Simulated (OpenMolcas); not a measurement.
An OpenMolcas run meant for La (ANO-R1, X2C; inactive shells 1s 2s 2p 3s 3p 3d 4s 4p 4d 5s 5p; intended active space 3 electrons in 6 orbitals (5d 6s)). One step of its input:

```
&CASPT2
Multistate=20 1 2 3 4 5 6 7 8 9 10 11 12 13 14 15 16 17 18 19 20
Frozen=14 9
IPEA=0.25
Imaginary=1.5
MaxIter=60
WThr=0.0 0.3 0.05
PrWF=0.5
NoMix
```

The run finished. Its levels beside those of a sound run (MS-CASPT2, IPEA 0.25 Eh, imaginary shift 0.1 Eh (closed shells correlated: 5s 5p)), in cm-1 above each run's lowest level:

```
               Level  This run  Usual run
       5d 6s2 2D 3/2       0.0        0.0
       5d 6s2 2D 5/2       800        903
       5d2 6s 4F 3/2      1235       2820
       5d2 6s 4F 5/2      1582       3170
       5d2 6s 4F 7/2      2007       3658
       5d2 6s 4F 9/2      2634       4286
       5d2 6s 4P 1/2      7030       8360
       5d2 6s 4P 3/2      7270       8602
       5d2 6s 4P 5/2      7576       8852
       5d2 6s 2F 5/2      9124       9572
       5d2 6s 2F 7/2     10006      10503
       5d2 6s 2P 1/2      9679      10532
5d2 6s 2P 3/2 [63 %]      9887      10557
       5d2 6s 2D 5/2     11379      11558
```

**Question.** Which setting is unsound, and how much does it matter here?

**Answer.** The level shift is far above the usual 0.1 to 0.3 hartree and damps the second-order energy. Against the sound run the excited levels shown move by 1000 cm-1 on average and by 1700 cm-1 at most.

Term energies are means over components that CASPT2 splits; among the terms shown or strongly mixed into the levels shown the widest spread is 460 cm-1 (5d2 6s 2F, the sound run). Configurations are named by rounded mean occupations; where the s occupation lies near a half they are strongly mixed, a name can repeat and a true partner stay unpaired. A single d shell beside an s shell can misplace configurations of different d count against each other. Some levels mix across a computed gap that differs much from the measured one, so their mixing is not that of the real levels (holds for this run). Levels of configurations outside the active space are missing.

A share in square brackets marks a mixed level and gives the weight of the term that names it, the lowest over the columns.
